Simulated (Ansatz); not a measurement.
Program: Ansatz. Geometries: PBE0-D4/def2-TZVP. ΔE: electronic, gas phase. CCSD(T)/CBS is the MP2 limit (def2-TZVPP, def2-QZVPP) plus CCSD(T) − MP2 in def2-TZVPP, frozen cores. This one scheme is used for every species. DFT in def2-TZVPP. For Ge outer-core shells are correlated without core-valence functions, which leaves a few kJ/mol of doubt a bond. Scalar relativity is left out up to krypton. Each species was taken in one conformer, which may not be the lowest.

Consider the formal hydrolysis of a Ge–F bond: `[F][GeH]([F])[SiH3]` + H₂O → `[OH][GeH]([F])[SiH3]` + H–F.

```json
{"level": "ωB97M-V", "ΔE (kJ/mol)": "31.1"}
{"level": "MP2/def2-TZVPP", "ΔE (kJ/mol)": "23.4"}
```

(1) What does CCSD(T)/CBS give? (An estimate is asked.)

Largest T1 diagnostic among the species: 0.013.

Results:

(1) Ansatz gave: +26.4 kJ/mol. The listed levels differ from it by 4.7, -3.0 kJ/mol.

At CCSD(T), def2-SVP lies +4.2 kJ/mol from the extrapolated value and def2-TZVPP −0.8 kJ/mol. Leaving LDA and LC-ωPBE aside and taking each functional with its dispersion term where it has one, the values, not all of them listed here, spread over 8.5 kJ/mol, from PBE-QIDH to B97M-V. LDA lies −5.8 kJ/mol from PBE without D4. In def2-TZVPP, CCSD(T) changes the Hartree–Fock value by −10.3 kJ/mol (the triples alone add −1.2 kJ/mol) and MP2 by −12.6 kJ/mol.

CCSD(T)/CBS has its own doubt, a few kJ/mol and more with outer-core shells, so smaller differences from it don't rank the levels.
